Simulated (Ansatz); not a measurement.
Gas-phase electronic energies from Ansatz, PBE0-D4/def2-TZVP geometries. CCSD(T)/CBS is the MP2 limit (def2-TZVPP, def2-QZVPP) plus CCSD(T) − MP2 in def2-TZVPP, frozen cores. def2 core potentials past Kr. For Ge, I, Se outer-core shells are correlated without core-valence functions, which leaves a few kJ/mol of doubt a bond. Scalar relativity is left out up to krypton. One conformer a species, not always the lowest.

Reaction (substitution at a C–Ge bond): `[CH3][GeH2][I]` + `[F][Al]([Cl])[SeH]` → `C[Se][Al]([F])[Cl]` + `[GeH3][I]`

`[CH3][GeH2][I]`:

```xyz
8

C     0.756   -0.329   -0.709
Ge   -0.558    0.046    0.673
I    -1.564    2.317    0.216
H     1.537    0.431   -0.693
H     0.276   -0.326   -1.688
H     1.205   -1.308   -0.533
H     0.069    0.123    2.073
H    -1.723   -0.955    0.661
```

`[F][Al]([Cl])[SeH]`:

```xyz
5

F    -0.561    1.449    0.935
Al    0.167    0.029    0.558
Cl    1.251   -0.974    2.015
Se   -0.017   -0.829   -1.555
H    -0.840    0.324   -1.952
```

`C[Se][Al]([F])[Cl]`:

```xyz
8

C     0.716    1.187   -0.421
Se   -1.204    0.824   -0.200
Al   -1.048   -1.346    0.489
F    -2.414   -2.185    0.831
Cl    0.791   -2.302    0.700
H     1.139    0.538   -1.182
H     1.238    1.060    0.523
H     0.781    2.225   -0.742
```

`[GeH3][I]`:

Cartesian coordinates in Å:
```
Ge 0.023 0.033 0.222
I -0.233 -0.336 -2.252
H -1.144 0.914 0.680
H 1.369 0.729 0.449
H -0.016 -1.340 0.900
```

| species | HF/def2-SVP energy (Eh) |
| --- | --- |
| `[CH3][GeH2][I]` | -2412.55108 |
| `[F][Al]([Cl])[SeH]` | -3200.88487 |
| `C[Se][Al]([F])[Cl]` | -3239.88415 |
| `[GeH3][I]` | -2373.53349 |

Question: Work out ΔE.

Answer: ΔE = (-3239.88415) + (-2373.53349) − (-2412.55108) − (-3200.88487) = 0.01831 Eh = +48.1 kJ/mol. CCSD(T)/CBS gives +50.3 kJ/mol.

Question: What do rigid-rotor, harmonic-oscillator terms from PBE0-D4/def2-TZVP frequencies (298.15 K, 1 bar) make of the CCSD(T)/CBS value? (Estimate.)

Answer: Computed: ΔZPE = +1.9 kJ/mol, ΔH = +52.7 kJ/mol, ΔS = -1 J/(mol·K), ΔG = +53.1 kJ/mol. Modes under 50 cm⁻¹ make the entropy rough.

Largest T1 diagnostic among the species: 0.010.

Leaving LDA and LC-ωPBE aside and taking each functional with its dispersion term where it has one, the values, not all of them listed here, spread over 8.5 kJ/mol, from BLYP-D4 to PBE-QIDH. LDA lies +3.2 kJ/mol from PBE without D4. From BLYP to BHLYP (50 % exact exchange), in def2-TZVPP and without D4, ΔE moves by +3.7 kJ/mol.
